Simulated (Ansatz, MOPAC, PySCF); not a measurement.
H2S (SMILES S) and GeH4 (SMILES [GeH4]) are pulled apart as rigid monomers along the line of their centres of mass, from the B3LYP-D3(BJ)/def2-TZVP minimum. Starting geometry (charge 0, multiplicity 1):
```xyz
8

S      0.156    -0.375    -0.314
H      0.278    -1.634     0.138
H     -1.172    -0.372    -0.119
Ge    -0.010     0.188     3.500
H     -0.138     0.339     5.027
H     -1.017    -0.868     3.021
H      1.415    -0.263     3.153
H     -0.315     1.534     2.829
```

Interaction energies with rigid monomers; basis-set methods are counterpoise corrected unless marked otherwise.

Cores are frozen in the correlated methods. Filled d and f shells under p-block atoms count as core. Rows in 3-21G carry no dispersion term and start afresh at each structure; the Pople sets are all-electron and without relativity. The state that PM7 reach isn't checked; PM7 holds dispersion and hydrogen-bond terms.

Codes used: Ansatz (Gaussian basis) for Hartree–Fock, density functionals and correlated methods; MOPAC for PM7 (differences of heats of formation); PySCF for 3-21G rows, the dispersion terms. Each number belongs to the level named beside it.

```
S1···Ge4 (Å)  PM7 (meV)  HF/3-21G (no counterpoise) (meV)  B3LYP/def2-TZVPPD (meV)  B3LYP-D3(BJ)/def2-TZVPPD (meV)  MP2/def2-SVPD (meV)
------------  ---------  --------------------------------  -----------------------  ------------------------------  -------------------
3.47              -70.4                              26.4                     90.4                           -16.0                 27.8
3.86              -56.2                             -46.9                     20.5                           -56.7                -31.7
4.44              -28.7                             -39.3                      1.9                           -39.6                -32.1
5.40               -8.2                                 …                      1.0                           -12.1                -12.6
6.95               -1.2                              -1.0                        …                            -2.8                 -2.7
```

Task: Fill in the missing entries.

Result: 
- 5.40, HF/3-21G (no counterpoise) (meV): -10.4
- 6.95, B3LYP/def2-TZVPPD (meV): -0.2

Ansatz is a first-principles code.
